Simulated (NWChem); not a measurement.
System: GeHOCl, singlet; SMILES [Ge]([Cl])[OH]

The following NWChem deck was run.

```
start job
memory heap 200 mb stack 900 mb global 1100 mb
geometry units angstroms noautoz
  Ge     0.375283     0.522250     0.000000
  Cl    -0.123630    -1.612776     0.000000
  O     -1.304197     1.121611     0.000000
  H     -1.350247     2.086615     0.000000
end
basis spherical
  * library def2-svp
end
dft
  xc b3lyp
  iterations 150
  mulliken
end
task dft energy
```

NWChem printed, in part:

```
             Northwest Computational Chemistry Package (NWChem) 7.3.0
             --------------------------------------------------------

 CS  symmetry detected

                             Geometry "geometry" -> ""
                             -------------------------

 Output coordinates in angstroms (scale by  1.889725989 to convert to a.u.)

  No.       Tag          Charge          X              Y              Z
 ---- ---------------- ---------- -------------- -------------- --------------
    1 Ge                  32.0000     0.43293012     0.49511654     0.00000000
    2 Cl                  17.0000    -0.17209685    -1.61229718     0.00000000
    3 O                    8.0000    -1.21448547     1.17769148     0.00000000
    4 H                    1.0000    -1.21223376     2.14379098     0.00000000

 Effective nuclear repulsion energy (a.u.)     245.3891902261

      Symmetry information
      --------------------

 Group name             Cs
 Group number              2
 Group order               2
 No. of unique centers     4

                                 NWChem DFT Module
                                 -----------------

 Summary of "ao basis" -> "ao basis" (spherical)
 ------------------------------------------------------------------------------
       Tag                 Description            Shells   Functions and Types
 ---------------- ------------------------------  ------  ---------------------
 Ge                         def2-svp                12       32   5s4p3d
 Cl                         def2-svp                 8       18   4s3p1d
 O                          def2-svp                 6       14   3s2p1d
 H                          def2-svp                 3        5   2s1p

      Symmetry analysis of basis
      --------------------------

        a'         49
        a"         20

            General Information
            -------------------
          SCF calculation type: DFT
          Wavefunction type:  closed shell.
          No. of atoms     :     4
          No. of electrons :    58
           Alpha electrons :    29
            Beta electrons :    29
          Charge           :     0
          Spin multiplicity:     1
          Use of symmetry is: on ; symmetry adaption is: on
          Maximum number of iterations: 150
          AO basis - number of functions:    69
                     number of shells:    29
          Convergence on energy requested:  1.00D-06
          Convergence on density requested:  1.00D-05
          Convergence on gradient requested:  5.00D-04

              XC Information
              --------------
                         B3LYP Method XC Potential
                     Hartree-Fock (Exact) Exchange  0.200
                        Slater Exchange Functional  0.800 local
                    Becke 1988 Exchange Functional  0.720 non-local
              Lee-Yang-Parr Correlation Functional  0.810
                  VWN I RPA Correlation Functional  0.190 local

             Grid Information
             ----------------
          Grid used for XC integration:  medium
          Radial quadrature: Mura-Knowles
          Angular quadrature: Lebedev.
          Tag              B.-S. Rad. Rad. Pts. Rad. Cut. Ang. Pts.
          ---              ---------- --------- --------- ---------
          Ge                  1.25      112           8.0       590
          Cl                  1.00       88          10.0       590
          O                   0.60       49           8.0       434
          H                   0.35       45          10.0       434
          Grid pruning is: on
          Number of quadrature shells:   294
          Spatial weights used:  Erf1

      Superposition of Atomic Density Guess
      -------------------------------------

 Sum of atomic energies:       -2609.55744244

      Non-variational initial energy
      ------------------------------

 Total energy =   -2609.898317
 1-e energy   =   -4122.898513
 2-e energy   =    1267.611005
 HOMO         =      -0.290355
 LUMO         =      -0.030836

      Symmetry analysis of molecular orbitals - initial
      -------------------------------------------------

  Numbering of irreducible representations:

     1 a'          2 a"

  Orbital symmetries:

     1 a'          2 a'          3 a'          4 a'          5 a'
     6 a"          7 a'          8 a'          9 a'         10 a'
    11 a"         12 a'         13 a'         14 a'         15 a"
    16 a'         17 a'         18 a'         19 a"         20 a"
    21 a'         22 a'         23 a'         24 a'         25 a'
    26 a"         27 a"         28 a'         29 a'         30 a"
    31 a'         32 a'         33 a'         34 a'         35 a'
    36 a"         37 a'         38 a"         39 a'

     ---------------------------------------------
      Total Density - Mulliken Population Analysis
     ---------------------------------------------

    Atom       Charge   Shell Charges
 -----------   ------   -------------------------------------------------------
    1 Ge  32    30.92   2.00  2.00  2.00  1.32  0.57  6.00  5.98  0.54  0.41  8.15  1.80  0.16
    2 Cl  17    17.54   2.00  1.99  1.23  0.72  5.94  2.19  3.45  0.01
    3 O    8     8.88   1.99  1.12  0.66  3.09  2.01  0.00
    4 H    1     0.66   0.53  0.08  0.06

   convergence    iter        energy       DeltaE   RMS-Dens  Diis-err
 ---------------- ----- ----------------- --------- --------- ---------
 d= 0,ls=0.0,diis     1  -2612.5969973229 -2.86D+03  2.36D-02  7.09D-01
 d= 0,ls=0.0,diis     2  -2612.3135919731  2.83D-01  1.49D-02  3.27D+00
 d= 0,ls=0.0,diis     3  -2612.6790380588 -3.65D-01  4.19D-03  8.05D-02
 d= 0,ls=0.0,diis     4  -2612.6856492625 -6.61D-03  1.99D-03  1.64D-02
 d= 0,ls=0.0,diis     5  -2612.6880633446 -2.41D-03  3.64D-04  1.31D-03
  Resetting Diis
 d= 0,ls=0.0,diis     6  -2612.6881771674 -1.14D-04  5.75D-05  4.41D-05
 d= 0,ls=0.0,diis     7  -2612.6881800782 -2.91D-06  1.76D-05  6.34D-07
 d= 0,ls=0.0,diis     8  -2612.6881800298  4.84D-08  9.96D-06  1.31D-06

         Total DFT energy =    -2612.688180029775
      One electron energy =    -4123.453588324533
           Coulomb energy =     1381.731370558366
    Exchange-Corr. energy =     -116.355152489718
 Nuclear repulsion energy =      245.389190226109

 Numeric. integr. density =       57.999998224385

                  Occupations of the irreducible representations
                  ----------------------------------------------

                     irrep           alpha         beta
                     --------     --------     --------
                     a'               22.0         22.0
                     a"                7.0          7.0

                       DFT Final Molecular Orbital Analysis
                       ------------------------------------

 Vector   27  Occ=2.000000D+00  E=-3.097437D-01  Symmetry=a"
              MO Center= -3.4D-01, -1.0D+00,  1.3D-13, r^2= 2.4D+00
   Bfn.  Coefficient  Atom+Function         Bfn.  Coefficient  Atom+Function
  ----- ------------  ---------------      ----- ------------  ---------------
    45      0.579313  2 Cl pz                42      0.424568  2 Cl pz
    56     -0.280314  3 O  pz                39      0.248228  2 Cl pz
    59     -0.217275  3 O  pz                29     -0.054457  1 Ge d -1
    17      0.048264  1 Ge pz                19      0.038941  1 Ge d -1
    14      0.035697  1 Ge pz

 Vector   28  Occ=2.000000D+00  E=-3.094478D-01  Symmetry=a'
              MO Center= -1.2D-01, -1.3D+00,  8.6D-16, r^2= 1.8D+00
   Bfn.  Coefficient  Atom+Function         Bfn.  Coefficient  Atom+Function
  ----- ------------  ---------------      ----- ------------  ---------------
    43      0.515653  2 Cl px                40      0.387417  2 Cl px
    44     -0.316934  2 Cl py                41     -0.233670  2 Cl py
    37      0.225504  2 Cl px                38     -0.136003  2 Cl py
    15      0.113826  1 Ge px                12      0.106022  1 Ge px
    53      0.105678  3 O  s                 55     -0.092913  3 O  py

 Vector   29  Occ=2.000000D+00  E=-2.699476D-01  Symmetry=a'
              MO Center=  1.7D-01,  1.4D-01,  8.9D-16, r^2= 3.5D+00
   Bfn.  Coefficient  Atom+Function         Bfn.  Coefficient  Atom+Function
  ----- ------------  ---------------      ----- ------------  ---------------
     4      0.431262  1 Ge s                  5      0.340990  1 Ge s
    43     -0.323614  2 Cl px                54     -0.319347  3 O  px
     3     -0.259624  1 Ge s                 57     -0.257155  3 O  px
    44     -0.243982  2 Cl py                12      0.241653  1 Ge px
    40     -0.227063  2 Cl px                41     -0.170212  2 Cl py

 Vector   30  Occ=0.000000D+00  E=-8.594574D-02  Symmetry=a"
              MO Center=  3.4D-01,  4.2D-01, -4.5D-14, r^2= 3.0D+00
   Bfn.  Coefficient  Atom+Function         Bfn.  Coefficient  Atom+Function
  ----- ------------  ---------------      ----- ------------  ---------------
    17      0.648520  1 Ge pz                14      0.471859  1 Ge pz
    45     -0.261865  2 Cl pz                11     -0.253006  1 Ge pz
    56     -0.236959  3 O  pz                59     -0.229347  3 O  pz
    42     -0.148883  2 Cl pz                39     -0.086094  2 Cl pz
     8      0.081677  1 Ge pz                31     -0.035629  1 Ge d  1

 Vector   31  Occ=0.000000D+00  E=-1.357904D-03  Symmetry=a'
              MO Center=  3.3D-01,  8.2D-01, -8.1D-15, r^2= 4.0D+00
   Bfn.  Coefficient  Atom+Function         Bfn.  Coefficient  Atom+Function
  ----- ------------  ---------------      ----- ------------  ---------------
    16      0.858326  1 Ge py                53     -0.452052  3 O  s
    36      0.344565  2 Cl s                 13      0.325198  1 Ge py
    44      0.326731  2 Cl py                15     -0.286833  1 Ge px
    66      0.270001  4 H  s                  4     -0.265140  1 Ge s
    43      0.247183  2 Cl px                10     -0.181579  1 Ge py

 Vector   32  Occ=0.000000D+00  E= 3.182900D-02  Symmetry=a'
              MO Center= -1.4D-01,  7.3D-01, -3.8D-15, r^2= 4.6D+00
   Bfn.  Coefficient  Atom+Function         Bfn.  Coefficient  Atom+Function
  ----- ------------  ---------------      ----- ------------  ---------------
    53      0.689674  3 O  s                 66     -0.662210  4 H  s
    15      0.651825  1 Ge px                44      0.443351  2 Cl py
    16      0.439800  1 Ge py                 4     -0.426813  1 Ge s
    36      0.325550  2 Cl s                 12      0.254062  1 Ge px
    13      0.226056  1 Ge py                 3      0.194395  1 Ge s

     ---------------------------------------------
      Total Density - Mulliken Population Analysis
     ---------------------------------------------

    Atom       Charge   Shell Charges
 -----------   ------   -------------------------------------------------------
    1 Ge  32    31.51   2.00  2.00  1.99  1.48  0.41  6.00  5.97  0.90  0.58  8.09  1.82  0.27
    2 Cl  17    17.27   2.00  1.98  1.27  0.70  5.93  2.14  3.23  0.01
    3 O    8     8.40   1.99  1.09  0.67  2.85  1.79  0.01
    4 H    1     0.82   0.68  0.07  0.07

     -------------------------------------------
      Total Density - Lowdin Population Analysis
     -------------------------------------------

    Atom       Charge   Shell Charges
 -----------   ------   -------------------------------------------------------
    1 Ge  32    31.82   2.00  2.00  1.96  1.11  0.65  5.99  5.80  1.06  0.85  7.80  2.05  0.53
    2 Cl  17    17.06   2.00  1.96  1.06  0.80  5.82  2.26  3.14  0.02
    3 O    8     8.20   1.97  0.90  0.61  2.69  2.01  0.01
    4 H    1     0.92   0.56  0.18  0.18

     Multipole analysis of the density
     ---------------------------------

     L   x y z        total         alpha         beta         nuclear
     -   - - -        -----         -----         ----         -------
     0   0 0 0     -0.000000    -29.000000    -29.000000     58.000000

     1   1 0 0      0.426819      0.213409      0.213409      0.000000
     1   0 1 0      1.147418      0.573709      0.573709     -0.000000
     1   0 0 1      0.000000      0.000000      0.000000      0.000000

     2   2 0 0    -27.744613    -49.173200    -49.173200     70.601786
     2   1 1 0     -0.993329      3.904404      3.904404     -8.802138
     2   1 0 1     -0.000000     -0.000000     -0.000000      0.000000
     2   0 2 0    -23.654132   -132.756743   -132.756743    241.859354
     2   0 1 1      0.000000      0.000000      0.000000      0.000000
     2   0 0 2    -24.766756    -12.383378    -12.383378      0.000000
```

Level: B3LYP/def2-SVP. Low-valent species are run as closed-shell singlets; no triplet was tried in these runs. The geometry was optimised at PBE0/def2-SVP.
